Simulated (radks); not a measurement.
Numerical settings for the antimony ion Sb+, [Kr] 4d10 5s2 5p2. Calculated with a radial shooting solver on a logarithmic mesh with Libxc functionals: Dirac Kohn-Sham, PBE, spin-unpolarised, spherical densities, point nucleus; open shells fill j = l - 1/2 first. The defaults (mesh step 0.008 in ln r, mesh end at 40 bohr or more with all orbitals vanishing there, Anderson mixing 0.5 over 9 steps, residual threshold near 1e-9 with the energy settled to 1e-9 hartree or 1e-11 of itself, here a cap of 67 iterations) give E = -6483.2267 hartree and 5p1/2 at -12.315 eV in 14 iterations. Run on one thread of a shared host, so times are rough (Arm Neoverse V2): 0.13 s of CPU time, 0.13 s wall, 14 iterations on 2602 mesh points. Changes against that run (0 stands for a change within the tolerance of the run):

| setting | iterations | converged | E (mhartree) | e(5p1/2) (meV) | CPU (s) |
|---|---|---|---|---|---|
| mesh step in ln r 0.12 | 2 | no | diverged | - | 0.03 |
| mesh step in ln r 0.003 | 14 | yes | 0 | 0 | 0.33 |
| mesh step in ln r 0.05 | 14 | yes | +0.0958 | 0 | 0.03 |
| mesh end (bohr) 5 | 15 | yes | +61 | +1.47e+03 | 0.13 |
| mesh end (bohr) 1 | 13 | level above zero | +2.51e+05 | +1.03e+06 | 0.1 |
| residual threshold 1e-16 | 67 | no | 0 | 0 | 0.3 |
| residual threshold 1e-05 | 10 | yes | 0 | -0.139 | 0.11 |
| mixing 2.5 | 15 | yes | 0 | 0 | 0.14 |
| linear mixing, mixing 0.5 | 30 | yes | 0 | 0 | 0.21 |
| linear mixing, mixing 0.8 | 54 | yes | 0 | 0 | 0.38 |
| mixing history 3 | 15 | yes | 0 | 0 | 0.13 |
| iteration cap 5 | 5 | no | +0.0356 | +112 | 0.06 |

Settled on a wrong energy, with an occupied level pushed above zero by the early mesh end: mesh end (bohr) 1 (+251 hartree). Apart from these: settings that end as converged yet miss the energy by more than 1 mhartree: mesh end (bohr) 5 (+0.061 hartree). A mesh that ends early acts as a hard wall.
